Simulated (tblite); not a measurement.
Compound: C6H14BFSi.
Atom-mapped SMILES: `[BH2:1][C@@:2]1([SiH:3]([CH3:4])[CH3:5])[CH2:6][C@@H:7]1[CH2:8][F:9]` (hydrogens: H10, H11 on B1; H12 on Si3; H13, H14, H15 on C4; H16, H17, H18 on C5; H19, H20 on C6; H21 on C7; H22, H23 on C8)

Computed with GFN2-xTB (tblite), gas phase: L-BFGS steps from a force-field or distance-geometry start until the largest atomic force falls under 0.01 eV/Å.

Step 34: E = -751.9389 eV
```
atom  x, y, z in Å  |  force x, y, z in eV/Å
B1     -0.1071    0.5725   -1.9511   -0.002  -0.006   0.000
C2      0.4407   -0.1072   -0.6743   -0.002   0.003   0.021
Si3    -0.9510   -0.2420    0.6350    0.014  -0.008   0.013
C4     -2.4599   -1.1255   -0.1132    0.006   0.012   0.004
C5     -1.4402    1.4889    1.2521   -0.001  -0.007  -0.001
C6      1.4178   -1.2552   -0.7178   -0.006   0.001   0.001
C7      1.8672    0.0920   -0.2357    0.017  -0.025   0.009
C8      2.2673    0.2998    1.2001   -0.002   0.003   0.003
F9      3.6398    0.2231    1.3260   -0.007  -0.008  -0.009
H10     0.0791    1.7125   -2.1434   -0.010   0.002   0.008
H11    -0.7517   -0.0429   -2.7091    0.001  -0.006  -0.021
H12    -0.4849   -1.0512    1.7791    0.026  -0.019  -0.005
H13    -2.2016   -2.1075   -0.4976    0.011   0.010  -0.006
H14    -2.8905   -0.5556   -0.9307    0.005   0.005  -0.007
H15    -3.2336   -1.2605    0.6363   -0.010  -0.004   0.001
H16    -0.6029    2.0080    1.7077    0.003   0.006  -0.005
H17    -1.8086    2.1084    0.4396    0.006   0.003  -0.008
H18    -2.2268    1.4218    1.9970   -0.008   0.008   0.003
H19     1.7676   -1.6042   -1.6793   -0.007   0.005   0.007
H20     1.3289   -2.0443    0.0163    0.008   0.006  -0.006
H21     2.5025    0.6631   -0.9069   -0.025  -0.002   0.005
H22     1.8547   -0.4646    1.8636   -0.018   0.011  -0.009
H23     1.9884    1.2975    1.5578    0.001   0.008   0.004
```

Step 35: E = -751.9391 eV
```
atom  x, y, z in Å  |  force x, y, z in eV/Å
B1     -0.1083    0.5729   -1.9502    0.001  -0.010   0.005
C2      0.4400   -0.1077   -0.6739    0.011   0.013   0.021
Si3    -0.9514   -0.2426    0.6358    0.031  -0.015   0.011
C4     -2.4596   -1.1254   -0.1136   -0.002   0.005   0.003
C5     -1.4394    1.4883    1.2515   -0.003   0.003   0.002
C6      1.4169   -1.2552   -0.7175    0.006  -0.004   0.002
C7      1.8675    0.0914   -0.2360    0.000  -0.009   0.014
C8      2.2675    0.2999    1.1999   -0.004   0.008   0.001
F9      3.6400    0.2227    1.3265   -0.009  -0.012  -0.010
H10     0.0769    1.7134   -2.1410   -0.011   0.001   0.007
H11    -0.7521   -0.0425   -2.7089    0.001  -0.004  -0.021
H12    -0.4843   -1.0531    1.7789    0.022  -0.015  -0.007
H13    -2.2021   -2.1070   -0.4988    0.015   0.007  -0.005
H14    -2.8897   -0.5552   -0.9310    0.002   0.010  -0.008
H15    -3.2336   -1.2608    0.6355   -0.012  -0.004   0.001
H16    -0.6025    2.0081    1.7067    0.008   0.004  -0.003
H17    -1.8071    2.1075    0.4386    0.002   0.004  -0.012
H18    -2.2261    1.4224    1.9962   -0.012   0.008   0.007
H19     1.7678   -1.6046   -1.6780   -0.008   0.001  -0.009
H20     1.3297   -2.0435    0.0172    0.002  -0.004   0.002
H21     2.5020    0.6632   -0.9074   -0.026  -0.006   0.006
H22     1.8536   -0.4634    1.8642   -0.014   0.011  -0.011
H23     1.9895    1.2982    1.5566    0.000   0.007   0.003
```

Step 36: E = -751.9393 eV
```
atom  x, y, z in Å  |  force x, y, z in eV/Å
B1     -0.1097    0.5732   -1.9491    0.003  -0.012   0.008
C2      0.4393   -0.1080   -0.6731    0.021   0.018   0.013
Si3    -0.9513   -0.2438    0.6370    0.036  -0.017   0.008
C4     -2.4592   -1.1251   -0.1139   -0.010  -0.002   0.002
C5     -1.4385    1.4876    1.2509   -0.004   0.014   0.005
C6      1.4160   -1.2553   -0.7170    0.018  -0.009   0.005
C7      1.8679    0.0905   -0.2360   -0.021   0.013   0.016
C8      2.2677    0.3001    1.1997   -0.006   0.013   0.000
F9      3.6400    0.2219    1.3269   -0.009  -0.015  -0.009
H10     0.0740    1.7144   -2.1380   -0.012  -0.003   0.007
H11    -0.7526   -0.0421   -2.7091    0.005  -0.001  -0.016
H12    -0.4831   -1.0558    1.7787    0.018  -0.012  -0.007
H13    -2.2024   -2.1064   -0.5005    0.018   0.006  -0.002
H14    -2.8886   -0.5543   -0.9313    0.001   0.014  -0.006
H15    -3.2337   -1.2613    0.6346   -0.011  -0.002  -0.002
H16    -0.6018    2.0084    1.7055    0.011   0.000   0.000
H17    -1.8052    2.1063    0.4371    0.000   0.000  -0.012
H18    -2.2256    1.4233    1.9953   -0.014   0.008   0.008
H19     1.7677   -1.6052   -1.6765   -0.008  -0.004  -0.024
H20     1.3306   -2.0425    0.0185   -0.005  -0.018   0.010
H21     2.5009    0.6632   -0.9079   -0.022  -0.008   0.005
H22     1.8521   -0.4616    1.8645   -0.010   0.010  -0.010
H23     1.9907    1.2992    1.5553   -0.001   0.006   0.001
```

Step 37: E = -751.9396 eV
```
atom  x, y, z in Å  |  force x, y, z in eV/Å
B1     -0.1116    0.5734   -1.9475    0.005  -0.012   0.010
C2      0.4387   -0.1081   -0.6717    0.025   0.013  -0.001
Si3    -0.9505   -0.2455    0.6387    0.026  -0.011   0.003
C4     -2.4588   -1.1246   -0.1144   -0.014  -0.007   0.000
C5     -1.4373    1.4869    1.2502   -0.005   0.021   0.008
C6      1.4151   -1.2554   -0.7162    0.028  -0.012   0.007
C7      1.8680    0.0897   -0.2359   -0.037   0.034   0.014
C8      2.2678    0.3006    1.1994   -0.007   0.016   0.000
F9      3.6399    0.2205    1.3274   -0.006  -0.019  -0.007
H10     0.0699    1.7157   -2.1338   -0.014  -0.009   0.006
H11    -0.7529   -0.0416   -2.7096    0.012   0.003  -0.007
H12    -0.4811   -1.0597    1.7782    0.014  -0.009  -0.004
H13    -2.2024   -2.1055   -0.5028    0.019   0.006   0.002
H14    -2.8871   -0.5529   -0.9319    0.002   0.016   0.001
H15    -3.2342   -1.2619    0.6333   -0.007   0.000  -0.007
H16    -0.6008    2.0089    1.7040    0.010  -0.006   0.002
H17    -1.8027    2.1047    0.4348   -0.003  -0.006  -0.009
H18    -2.2250    1.4247    1.9943   -0.011   0.009   0.005
H19     1.7674   -1.6061   -1.6750   -0.010  -0.006  -0.034
H20     1.3317   -2.0414    0.0203   -0.012  -0.029   0.014
H21     2.4990    0.6632   -0.9085   -0.011  -0.006   0.000
H22     1.8498   -0.4592    1.8648   -0.005   0.006  -0.006
H23     1.9924    1.3007    1.5535   -0.002   0.007   0.001
```

Task: Estimate the geometry and energy of step 38. (The exact step hangs on the optimiser's Hessian estimate; all steps are aligned on step 37, rigid shifts and turns removed.)

Result: E = -751.9399 eV, largest force 0.058 eV/Å
```
atom  x, y, z in Å  |  force x, y, z in eV/Å
B1     -0.1137    0.5735   -1.9455    0.007  -0.009   0.008
C2      0.4383   -0.1082   -0.6701    0.018  -0.004  -0.017
Si3    -0.9493   -0.2477    0.6409    0.004   0.001  -0.002
C4     -2.4584   -1.1242   -0.1149   -0.010  -0.008   0.000
C5     -1.4360    1.4864    1.2495   -0.003   0.019   0.008
C6      1.4145   -1.2558   -0.7152    0.033  -0.010   0.009
C7      1.8676    0.0893   -0.2354   -0.038   0.043   0.006
C8      2.2678    0.3015    1.1992   -0.009   0.017   0.002
F9      3.6395    0.2186    1.3278   -0.005  -0.021  -0.005
H10     0.0647    1.7170   -2.1288   -0.015  -0.014   0.006
H11    -0.7530   -0.0411   -2.7105    0.020   0.006   0.005
H12    -0.4781   -1.0646    1.7776    0.009  -0.006  -0.001
H13    -2.2021   -2.1043   -0.5054    0.018   0.006   0.006
H14    -2.8852   -0.5510   -0.9325    0.004   0.016   0.011
H15    -3.2348   -1.2627    0.6317   -0.002   0.002  -0.012
H16    -0.5994    2.0095    1.7022    0.007  -0.010   0.005
H17    -1.7998    2.1028    0.4320   -0.004  -0.014  -0.004
H18    -2.2246    1.4265    1.9931   -0.004   0.010  -0.001
H19     1.7668   -1.6072   -1.6738   -0.012  -0.004  -0.033
H20     1.3329   -2.0408    0.0226   -0.016  -0.033   0.011
H21     2.4964    0.6630   -0.9092    0.002   0.000  -0.005
H22     1.8469   -0.4562    1.8650    0.000   0.003   0.000
H23     1.9944    1.3026    1.5514   -0.002   0.011   0.003
```

The energy changes by -0.0003 eV. The first-order estimate −F·Δx gives -0.0004 eV and the mean of the old and new forces, exact on a quadratic surface, -0.0003 eV. The step makes an angle of 75° with the force vector and moves no atom by more than 0.007 Å.

The cost below is that of the whole relaxation. The run took 2.0 s of wall time on an Arm Neoverse N1 with one thread (shared host).
